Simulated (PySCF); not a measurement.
C2H5O, SMILES [CH2]CO, multiplicity 2. Coordinates come from a PBE0-D3(BJ)/def2-TZVP optimisation. The isomer is the one that the SMILES or the coordinates give; other isomers of the formula were not compared. The values are those of a single conformer.

Give the equilibrium geometry at PBE0-D3(BJ)/def2-TZVP (PySCF confirms it by a frequency run) as a Z-matrix. (Estimate from the structure and the level; the computed values follow.)

This is not unique; one that fits is 
```
C
H 1 1.0999
H 1 1.1003 2 106.05
O 1 1.4143 2 104.99 3 -117.85
H 4 0.9611 1 107.56 2 -173.99
C 1 1.4768 2 110.80 3 119.60
H 6 1.0826 1 121.01 2 -88.17
H 6 1.0835 7 118.83 1 -170.11
```
Charge 0, spin multiplicity 2.
